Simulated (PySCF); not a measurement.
**Checking a proposed structure**

A compound C6H7FN2O gives the data below (simulated from a calculation) and was assigned the structure `CC(=O)c1cn(C)nc1F`.

13C{1H} NMR (computed): δ 162.0 (C), 161.7 (C), 158.9 (C), 118.2 (CH), 56.8 (CH3), 24.4 (CH3).

1H NMR (400 MHz, computed): δ 7.11 (m, 1H), 4.42 (s, 3H), 2.84 (s, 3H).

PySCF calculation with GIAO PBE0/pcSseg-1 shieldings and geometry from GFN2-xTB; one conformer, no solvent, one averaged value for each set of equivalent atoms, non-relativistic.

δ = σ(ref) − σ, references computed at the same level: TMS for 1H (31.72 ppm), 13C (186.93 ppm).

Problem. Compare with the shifts computed for the proposed structure, pairing carbons in order of shift.

Solution. Mapped SMILES: `[CH3:1][C:2](=[O:3])[c:4]1[cH:5][n:6]([CH3:7])[n:8][c:9]1[F:10]`; H(Xn) means a hydrogen on atom n.

| atom | computed for proposal | given list | difference |
| --- | --- | --- | --- |
| C2 | 193.3 | 162.0 | +31.3 |
| C9 | 170.9 | 161.7 | +9.2 |
| C5 | 138.5 | 158.9 | -20.4 |
| C4 | 114.6 | 118.2 | -3.6 |
| C7 | 40.6 | 56.8 | -16.2 |
| C1 | 32.3 | 24.4 | +7.9 |

The rms difference is 17.5 ppm and the largest +31.3 ppm at C2 (ketone carbonyl carbon). The carbon types in order of shift don't match either: C, C, CH, C, CH3, CH3 for the proposal against C, C, C, CH, CH3, CH3 in the data. The proposal doesn't fit.

Problem. Which isomer fits?

Solution. `FC1=C(OC)N=NC(C)=C1`.

- Carbon types of the structure: 3 × C, 1 × CH, 2 × CH3, which accounts for all hydrogens.
- δC 162.0: aromatic carbon bearing fluorine; an ipso carbon deshielded by its heteroatom.
- δC 161.7: aromatic carbon bearing oxygen; an ipso carbon deshielded by its heteroatom.
- δC 158.9: substituted aromatic carbon next to a ring nitrogen.
- δC 118.2: aromatic CH.

This is the structure that produced the data.

Splittings by 19F in the carbon and heteronuclear signals aren't shown, as no couplings were computed. Shifts are as computed. Against solution values, carbons near 30 ppm lie about +3 ppm off and those near 130 ppm about +5 ppm. Of 1211 compounds with measured shifts, 218 miss one by over three times the rms of a fit or turn the order of signals round; such compounds aren't used in these exercises. Multiplicities follow the n + 1 count of equivalent neighbours, as no J values were calculated; m marks all less simple cases, F and P coupling included.
